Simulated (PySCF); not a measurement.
C$_{2}$H$_{6}$ClGa, triplet, geometry from GFN2-xTB (such geometries of metal compounds can be far from the true shape) (a higher spin typed on purpose: for a closed-shell molecule this is an excited state); BLYP/STO-3G (PySCF).

Input for PySCF:
```python
from pyscf import gto, scf, dft

mol = gto.M(
    atom='''
Ga   -0.230125    0.221604    0.519119
C    -1.816142   -0.921645   -0.716983
H    -1.337382   -1.166959   -1.655674
H    -2.695171   -0.301226   -0.824580
H    -1.981238   -1.791455   -0.091607
C    -0.394867    1.732055   -1.225072
H    -0.124815    1.189436   -2.121075
H     0.351984    2.462602   -0.936693
H    -1.398810    2.133379   -1.243872
Cl    1.622667   -0.838704    0.143126
''',
    basis='sto-3g',
    charge=0,
    spin=2,
    verbose=4,
)

mf = dft.UKS(mol)
mf.xc = 'blyp'
mf.kernel()
```

Write the output that PySCF gives for this input, abridged.


```
PySCF version 2.14.0

[INPUT] verbose = 4
[INPUT] num. atoms = 10
[INPUT] num. electrons = 66
[INPUT] charge = 0
[INPUT] spin (= nelec alpha-beta = 2S) = 2
[INPUT] symmetry False subgroup None
[INPUT] Mole.unit = angstrom
[INPUT] Symbol           X                Y                Z      unit          X                Y                Z       unit  Magmom
[...]
nuclear repulsion = 326.029098259929
number of shells = 25
number of NR pGTOs = 129
number of NR cGTOs = 43
basis = sto-3g
ecp = {}

******** <class 'pyscf.dft.uks.UKS'> ********
method = UKS
initial guess = minao
damping factor = 0
level_shift factor = 0
DIIS = <class 'pyscf.scf.diis.CDIIS'>
diis_start_cycle = 1
diis_space = 8
diis_damp = 0
SCF conv_tol = 1e-09
SCF conv_tol_grad = None
SCF max_cycles = 50
direct_scf = True
direct_scf_tol = 1e-13
number electrons alpha = 34  beta = 32
XC library pyscf.dft.libxc version 7.1.2
    S. Lehtola, C. Steigemann, M. J. T. Oliveira, and M. A. L. Marques,  SoftwareX 7, 1–5 (2018)
XC functionals = blyp
    A. D. Becke,  Phys. Rev. A 38, 3098 (1988)
    C. Lee, W. Yang, and R. G. Parr,  Phys. Rev. B 37, 785 (1988)
    B. Miehlich, A. Savin, H. Stoll, and H. Preuss,  Chem. Phys. Lett. 157, 200 (1989)
radial grids:
    Treutler-Ahlrichs [JCP 102, 346 (1995); DOI:10.1063/1.469408] (M4) radial grids

becke partition: Becke, JCP 88, 2547 (1988); DOI:10.1063/1.454033
pruning grids: <function nwchem_prune>
grids dens level: 3
symmetrized grids: False
atomic radii adjust function: <function treutler_atomic_radii_adjust>
small_rho_cutoff = 0
Set gradient conv threshold to 3.16228e-05
tot grids = 126872
init E= -2433.54712481206

cycle= 1 E= -2436.01697171092  delta_E= -2.47  |g|= 0.278  |ddm|= 2.63
cycle= 2 E= -2428.59741642733  delta_E= 7.42  |g|= 3.36  |ddm|= 3.77
cycle= 3 E= -2434.97337744763  delta_E= -6.38  |g|= 0.987  |ddm|= 2.85
cycle= 4 E= -2436.07744747483  delta_E= -1.1  |g|= 0.138  |ddm|=  2.1

cycle= 5 E= -2436.05088761567  delta_E= 0.0266  |g|= 0.151  |ddm|=  1.5
cycle= 6 E= -2436.04655579641  delta_E= 0.00433  |g|= 0.239  |ddm|= 1.42
cycle= 7 E= -2436.08461687425  delta_E= -0.0381  |g|= 0.138  |ddm|= 0.174

cycle= 8 E= -2436.05924997383  delta_E= 0.0254  |g|= 0.137  |ddm|=  1.4

cycle= 9 E= -2436.05678368104  delta_E= 0.00247  |g|= 0.14  |ddm|= 0.212

cycle= 10 E= -2436.05729432908  delta_E= -0.000511  |g|= 0.14  |ddm|= 0.0663

cycle= 11 E= -2436.05763702368  delta_E= -0.000343  |g|= 0.139  |ddm|= 0.0717

[...]
cycle= 20 E= -2436.05258689912  delta_E= 0.0496  |g|= 0.161  |ddm|=  1.3
cycle= 21 E= -2436.10227105152  delta_E= -0.0497  |g|= 0.0408  |ddm|= 1.35
cycle= 22 E= -2436.10196322826  delta_E= 0.000308  |g|= 0.0289  |ddm|= 0.511
cycle= 23 E= -2436.10257437207  delta_E= -0.000611  |g|= 0.0392  |ddm|= 0.471
cycle= 24 E= -2436.10258354692  delta_E= -9.17e-06  |g|= 0.0389  |ddm|= 0.0209
cycle= 25 E= -2436.10359032884  delta_E= -0.00101  |g|= 0.02  |ddm|= 0.156
cycle= 26 E= -2436.10283811725  delta_E= 0.000752  |g|= 0.0352  |ddm|= 0.0698
cycle= 27 E= -2436.10203598396  delta_E= 0.000802  |g|= 0.0448  |ddm|= 0.147

cycle= 28 E= -2436.09880970239  delta_E= 0.00323  |g|= 0.0364  |ddm|= 0.642
cycle= 29 E= -2436.10228462166  delta_E= -0.00347  |g|= 0.0237  |ddm|= 1.06
cycle= 30 E= -2436.10319527001  delta_E= -0.000911  |g|= 0.0174  |ddm|= 0.128
cycle= 31 E= -2436.10276929992  delta_E= 0.000426  |g|= 0.0207  |ddm|= 0.0684
cycle= 32 E= -2436.10323445399  delta_E= -0.000465  |g|= 0.0173  |ddm|= 0.0819
cycle= 33 E= -2436.10345236864  delta_E= -0.000218  |g|= 0.0164  |ddm|= 0.0695
cycle= 34 E= -2436.10257240919  delta_E= 0.00088  |g|= 0.0236  |ddm|= 0.167
cycle= 35 E= -2436.10308169032  delta_E= -0.000509  |g|= 0.0179  |ddm|= 0.0706
cycle= 36 E= -2436.10346973348  delta_E= -0.000388  |g|= 0.0134  |ddm|= 0.11
cycle= 37 E= -2436.06913527936  delta_E= 0.0343  |g|= 0.131  |ddm|= 1.32
cycle= 38 E= -2436.09218248434  delta_E= -0.023  |g|= 0.0665  |ddm|= 0.448

cycle= 39 E= -2436.10399507648  delta_E= -0.0118  |g|= 0.00644  |ddm|= 0.866

cycle= 40 E= -2436.06216210221  delta_E= 0.0418  |g|= 0.14  |ddm|= 1.32

cycle= 41 E= -2436.1032051654  delta_E= -0.041  |g|= 0.0152  |ddm|= 1.42

cycle= 42 E= -2436.0903170445  delta_E= 0.0129  |g|= 0.0738  |ddm|= 1.17

cycle= 43 E= -2436.05723538153  delta_E= 0.0331  |g|= 0.149  |ddm|= 0.797

cycle= 44 E= -2436.08722409625  delta_E= -0.03  |g|= 0.0864  |ddm|= 1.25

cycle= 45 E= -2436.1040185246  delta_E= -0.0168  |g|= 0.00513  |ddm|= 0.935

cycle= 46 E= -2436.05271472958  delta_E= 0.0513  |g|= 0.156  |ddm|= 1.43

cycle= 47 E= -2436.05642334844  delta_E= -0.00371  |g|= 0.149  |ddm|= 0.248

cycle= 48 E= -2436.05533483483  delta_E= 0.00109  |g|= 0.151  |ddm|= 0.0865

cycle= 49 E= -2436.09272242541  delta_E= -0.0374  |g|= 0.0631  |ddm|= 0.962

cycle= 50 E= -2436.09233951381  delta_E= 0.000383  |g|= 0.066  |ddm|=  1.4
SCF not converged.
SCF energy = -2436.09233951381 after 50 cycles  <S^2> = 2.0011194  2S+1 = 3.0007462
```

Convergence was not reached.
